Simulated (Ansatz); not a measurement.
`C=C[SiH2][SiH3]` + `[OH][SnH3]` → `[SiH3][SiH2][O][SnH3]` + `C=C`  (ligand exchange at the Si–C bond)

Gas-phase electronic energies from Ansatz, PBE0-D4/def2-TZVP geometries. CCSD(T)/CBS adds triple-zeta CCSD(T) − MP2 to the extrapolated MP2 energy (def2 sets, frozen cores). This one scheme is used for every species. Elements past krypton have def2 core potentials. For Sn outer-core shells are correlated without core-valence functions, which leaves a few kJ/mol of doubt a bond. Each species was taken in one conformer, which may not be the lowest.

```csv
species,CCSD(T)/CBS(def2) energy (Eh)
`C=C[SiH2][SiH3]`,-659.04133
`[OH][SnH3]`,-291.59405
`[SiH3][SiH2][O][SnH3]`,-872.19319
`C=C`,-78.48111
```

Question: Work out ΔE.

Answer: ΔE = (-872.19319) + (-78.48111) − (-659.04133) − (-291.59405) = -0.03892 Eh = -102.2 kJ/mol.

Largest T1 diagnostic among the species: 0.014.

In def2-TZVPP, CCSD(T) changes the Hartree–Fock value by +19.7 kJ/mol (the triples alone add +3.1 kJ/mol) and MP2 by +20.3 kJ/mol. From PBE to PBE0 (25 % exact exchange), in def2-TZVPP and without D4, ΔE moves by −6.2 kJ/mol.
